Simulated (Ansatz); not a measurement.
C₂H₇InN (`C[CH2][In][NH2]`) radical. Total charge 0; spin multiplicity 2. Correlated methods include outer-core shells of In, which these sets cover unevenly. In takes the def2 core potential.

```xyz
11

C     0.255    1.168   -0.597
C     0.234    0.985    0.909
In   -0.335   -1.104    1.437
N    -0.386   -2.317   -0.214
H    -0.727    0.995   -1.045
H     0.555    2.187   -0.870
H     0.958    0.485   -1.081
H    -0.483    1.642    1.405
H     1.212    1.152    1.366
H    -0.752   -3.256   -0.172
H    -0.531   -1.937   -1.139
```

Q: Give the diagnostics of a CCSD(T)/def2-TZVPP run (frozen core, Ansatz). (An estimate is asked.)

A: Computed: T1 = 0.0167, largest single amplitude 0.040, largest double 0.020, (T) share of the correlation energy 3.6 %, 13 CCSD cycles. ⟨S²⟩ of the UHF reference is 0.774 against 0.75 for a pure state. T1 lies under the customary mark of 0.045 for open shells.
